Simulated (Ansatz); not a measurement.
Two isomers of C2H5NTe: A = `C=NC[TeH]`, B = `N=CC[TeH]`.

Calculated with Ansatz (gas phase, PBE0-D4/def2-TZVP geometries, no zero-point term in ΔE). CBS: MP2 limit from def2 TZ/QZ plus the TZ coupled-cluster correction, frozen cores. DFT in def2-TZVPP. B3LYP here is the variant with VWN-RPA as its local correlation; programs differ in this. Elements past krypton have def2 core potentials. For Te outer-core shells are correlated without core-valence functions, which leaves a few kJ/mol of doubt a bond. One conformer a species, not always the lowest.

Question: Which is lower in electronic energy at CCSD(T)/CBS, and by how much? (Estimate.)

Answer: Computed: B, by 38.1 kJ/mol.

Question: Give E(B) − E(A) in kJ/mol with B2PLYP, PBE-D4, PBE0-D4, MP2/def2-TZVPP, B3LYP-D4, HF/def2-TZVPP, CCSD/def2-TZVPP. (An estimate is asked.)

Answer: Computed: B2PLYP -36.2, PBE-D4 -29.8, PBE0-D4 -35.3, MP2/def2-TZVPP -38.8, B3LYP-D4 -33.5, HF/def2-TZVPP -46.3, CCSD/def2-TZVPP -41.0. None reverses the order clearly.

Largest T1 diagnostic: 0.012.

From PBE to PBE0 (25 % exact exchange), in def2-TZVPP and without D4, E(B) − E(A) moves by −5.3 kJ/mol. In def2-TZVPP, CCSD(T) changes the Hartree–Fock value by +7.7 kJ/mol (the triples alone add +2.4 kJ/mol) and MP2 by +7.5 kJ/mol.
